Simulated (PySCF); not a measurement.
From computed data to an observable: chemical shift, span and skew from a shielding tensor

C₂H₄FNSi, SMILES F[C@@H]1N=C[SiH2]1. Atoms are numbered in the order given.

```xyz
9

F     -0.9705    -1.6535    -0.1572
C     -0.5900    -0.4772     0.4381
N     -1.0896     0.7026    -0.3047
C     -0.0290     1.4318    -0.4500
Si     1.2190     0.1671     0.1871
H     -1.0098    -0.4585     1.4591
H     -0.0923     2.4338    -0.8962
H      2.1425     0.4569     1.3224
H      1.9692    -0.5362    -0.8861
```

The structure is a stationary point at TPSSh-D3(BJ)/def2-SVP. The structure was generated by enumeration; whether it is a known compound was not checked.

GIAO shieldings from KT2/pcSseg-1 (PySCF), non-relativistic, no solvent. The symmetric part of the tensor of C2 has the principal values 55.3, 71.1, 114.3 ppm. The same nucleus in TMS has σ = 185.1 ppm at this level (PySCF, at its B3LYP-D3(BJ)/def2-TZVP geometry).

Task: Work out the isotropic shielding, the ¹³C shift against TMS, the span and the skew.

Result: 
σ(iso) = (σ11 + σ22 + σ33)/3 = 80.2 ppm. δ = σ(ref) − σ(iso) = 185.1 − (80.2) = 104.9 ppm.
Span Ω = σ33 − σ11 = 59.0 ppm. Skew κ = 3(σ(iso) − σ22)/Ω = 0.46. Tumbling in solution averages the tensor to δ; in a static solid the shielding alone would spread this spin-1/2 line over Ω.
